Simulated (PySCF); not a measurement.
**A thermochemical cycle for CuBr**

PBE in PySCF with def2-TZVPPD on every atom, for the lowest determinant that a PBE0 search found; no spin–orbit coupling. CuBr, a singlet (closed shell), has De = 3.44 eV to neutral atoms, and CuBr⁺, a doublet (π ↑), has De = 2.07 eV to Cu⁺ (3d10) + Br.

The adiabatic ionisation energy of CuBr, between the minima, is 9.53 eV.

Which ionisation energy of the Cu atom does this level give?

IE(Cu) = IE(molecule) + De(ion) − De(neutral) = 9.53 + 2.07 − 3.44 = 8.16 eV; the measured value is 7.726 eV (NIST ASD).

Spin–orbit coupling is left out. For an ion De counts to the pair picked by the measured ionisation energies or electron affinities, which need not be the lowest pair at this level. The state is the lowest single determinant that the PBE0 search found; with open d or f shells the true ground state can be another one.
